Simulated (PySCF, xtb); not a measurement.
C₂H₇InO₂, SMILES CC[O][InH][OH]. Other conformers were not sampled.

Harmonic wavenumbers (cm⁻¹) from xtb with GFN2-xTB at its own minimum, in rising order: 48, 86, 95, 194, 232, 260, 294, 354, 410, 432, 470, 630, 823, 924, 1074, 1088, 1142, 1246, 1323, 1382, 1456, 1464, 1473, 1575, 2822, 2881, 2938, 3014, 3027, 3666.

### Question
What does r2SCAN-D4/def2-SVP (PySCF 2.14.0) give at its own minimum? (An estimate is asked for; the answer gives what the named calculation found.)

### Answer
53, 88, 112, 185, 296, 310, 386, 410, 461, 533, 591, 770, 808, 906, 1093, 1130, 1167, 1298, 1360, 1393, 1458, 1471, 1491, 1844, 2965, 3016, 3020, 3118, 3123, 3833. Paired by order, the mean absolute difference is 65 cm⁻¹ and the zero-point energies are 52.6 and 55.3 kcal/mol.
